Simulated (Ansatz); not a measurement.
Basis-set extrapolation for C2H6BClO, SMILES `COBCCl` (PBE0-D4/def2-TZVP geometry, frozen core, Ansatz). Multiplicity 1, RHF reference.

|  | def2-TZVPP | def2-QZVPP |
| --- | --- | --- |
| HF | -638.400350 | -638.421778 |
| MP2 correlation | -0.869930 | -0.937039 |
| CCSD(T) correlation | -0.956094 | not run |

Energies in hartree. Use E(X) = E(∞) + A·exp(−7.88·√X) for Hartree–Fock and E(X) = E(∞) + B·X^(−2.97) for correlation, with X = 3 and 4, and add CCSD(T) minus MP2 of the smaller set to the MP2 limit.

**Question.** What is the CCSD(T) energy at the basis-set limit?

**Answer.** HF limit: -638.421778 + (-0.021428) × 0.13774 = -638.42473. MP2 limit: -0.937039 + (-0.067109) × 0.74074 = -0.98675. Higher-order term: -0.956094 − (-0.869930) = -0.08616. Total: -639.49764 hartree, 370.7 kJ/mol below CCSD(T)/def2-TZVPP.
